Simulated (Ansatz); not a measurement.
Input file for Ansatz (a first-principles code): R-CCSD(T)/cc-pVTZ on CH3BF2 (SMILES CB(F)F), a point of a torsion scan.

Ansatz 0.2 input:
```yaml
crystal:
  periodic: [false, false, false]
  atoms:
    - {symbol: C, position_ang: [-0.70418967, -0.09727211, -0.00650960]}
    - {symbol: B, position_ang: [0.85477676, 0.09145300, 0.00746690]}
    - {symbol: F, position_ang: [1.71157616, -0.89551706, -0.16129896]}
    - {symbol: F, position_ang: [1.43101106, 1.26270724, 0.19272238]}
    - {symbol: H, position_ang: [-1.13715889, 0.21456167, 0.94175230]}
    - {symbol: H, position_ang: [-0.99225164, -1.12702650, -0.19061252]}
    - {symbol: H, position_ang: [-1.16121824, 0.52904686, -0.76971564]}
basis:
  gaussian:
    orbitals: cc-pVTZ
magnetization: {spin_polarized: false}
correlation: {method: ccsd_t, electrons: outside_noble_gas}
scf: {lower_state_search: off}
```

Program output:

```
WARN ansatz: RAYON_NUM_THREADS=1 ignored (pool sized by the plan → 1); use --threads N
Functional definition: HF
these checks for a lower state are left out or cut short: stability, starts, cluster_reference, orbital_swaps, neighbouring_geometries, increment
integrals: 0.44 GiB planned
958 factors; integrals over basis functions are off by at most 1.4e-3 eV
mean field: 0.35 GiB planned
mean field evaluation 1: about -7165.6156 eV, gradient 3.6e1 eV
mean field evaluation 2: about -7165.6165 eV, gradient 3.6e1 eV
mean field evaluation 4: about -7168.0740 eV, gradient 2.8e0 eV
mean field evaluation 8: about -7168.1006 eV, gradient 1.5e-4 eV
mean field -7168.10061853 eV, -263.4228390179 hartree, gradient 1.5e-6 eV, S^2 0.000000; 0 other end points of the search recorded, 0 dependent functions left out
4 core orbitals not correlated
reference -7168.10061853 eV, -263.4228390179 hartree; 12, 12 occupied and 146, 146 virtual orbitals, 958 factors
second order -21.02484591 eV of doubles, -0.00000000 eV of singles
coupled cluster: 1.40 GiB planned
cycle   1  -21.02044297 eV  change    4.4e-3 eV  update   8.7e-2
cycle   2  -21.42342325 eV  change   -4.0e-1 eV  update   2.4e-2
cycle   3  -21.51674053 eV  change   -9.3e-2 eV  update   1.3e-2
cycle   4  -21.50273444 eV  change    1.4e-2 eV  update   2.8e-3
cycle   5  -21.50176614 eV  change    9.7e-4 eV  update   1.1e-3
cycle   6  -21.50234321 eV  change   -5.8e-4 eV  update   2.8e-4
cycle   7  -21.50213965 eV  change    2.0e-4 eV  update   9.1e-5
cycle   8  -21.50211647 eV  change    2.3e-5 eV  update   2.4e-5
perturbative correction -0.67398998 eV, -0.0247686751 hartree
Total energy: -7190.27672498 eV, -264.2377958984 hartree
Checks for a lower state left out: stability, starts, cluster_reference, orbital_swaps, neighbouring_geometries, increment
```

Self-consistency was reached.

Cost: very roughly 24 core-seconds.
